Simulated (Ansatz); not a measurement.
A geometry relaxed with PBE-D3(BJ)/def2-TZVP in Ansatz (a first-principles code), charge 0, multiplicity 1:

```xyz
9

H     -0.0018     2.2956     0.1663
O      0.7841    -0.9596    -1.2798
O     -1.5841    -0.7659     0.2792
H     -1.8855    -1.2076    -0.5336
O      0.8042     0.0440     1.5889
H      1.4074    -0.4015    -1.7765
O     -0.0042     1.6814    -0.5883
H      0.4800    -0.6864     2.1438
Ge    -0.0001    -0.0001     0.0000
```

### Question
Write the SMILES of this molecule.

### Answer
`[OH][Ge]([OH])([OH])[OH]`
